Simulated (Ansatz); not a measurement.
CH$_{7}$AlClNSi, SMILES `[CH3][AlH][NH][SiH2]Cl`. The species carries charge 0 and has multiplicity 1. The geometry is a stationary point of PBE0-D4/def2-TZVP. It is one conformer, not always the lowest.

```xyz
12

C    -0.433   -1.544    1.952
Al    0.376   -0.139    0.877
N    -0.345    0.287   -0.710
Si    0.206    1.424   -1.856
Cl    1.187    0.532   -3.446
H     0.282   -2.354    2.133
H    -1.321   -1.982    1.489
H    -0.723   -1.164    2.937
H     1.649    0.699    1.302
H    -1.147   -0.256   -1.009
H    -0.911    2.178   -2.471
H     1.181    2.320   -1.198
```

Task: What is the dipole moment at B3LYP/def2-TZVPP? (Best estimate.)

Result: The calculation gave: 2.57 D, with components (-1.65, -0.78, 1.81) D in this frame, pointing from negative to positive charge.

Task: And with PBE, r2SCAN, ωB97M-V? (An estimate is asked.)

Result: The calculation gave: PBE 2.58 D, r2SCAN 2.62 D, ωB97M-V 2.61 D.

Task: Give the Mulliken charges with B3LYP, ωB97M-V, PBE in def2-TZVPP. (Best estimate.)

Result: Ansatz gave: 
```json
{"atom": "C1", "B3LYP": "-0.45", "ωB97M-V": "-0.51", "PBE": "-0.43"}
{"atom": "Al2", "B3LYP": "0.49", "ωB97M-V": "0.48", "PBE": "0.40"}
{"atom": "N3", "B3LYP": "-0.33", "ωB97M-V": "-0.34", "PBE": "-0.27"}
{"atom": "Si4", "B3LYP": "0.46", "ωB97M-V": "0.37", "PBE": "0.38"}
{"atom": "Cl5", "B3LYP": "-0.28", "ωB97M-V": "-0.24", "PBE": "-0.25"}
{"atom": "H6", "B3LYP": "0.09", "ωB97M-V": "0.11", "PBE": "0.10"}
{"atom": "H7", "B3LYP": "0.09", "ωB97M-V": "0.10", "PBE": "0.09"}
{"atom": "H8", "B3LYP": "0.09", "ωB97M-V": "0.11", "PBE": "0.10"}
{"atom": "H9", "B3LYP": "-0.14", "ωB97M-V": "-0.11", "PBE": "-0.12"}
{"atom": "H10", "B3LYP": "0.11", "ωB97M-V": "0.10", "PBE": "0.13"}
{"atom": "H11", "B3LYP": "-0.08", "ωB97M-V": "-0.04", "PBE": "-0.07"}
{"atom": "H12", "B3LYP": "-0.06", "ωB97M-V": "-0.03", "PBE": "-0.06"}
```

B3LYP here is the variant with VWN-RPA as its local correlation; programs differ in this.
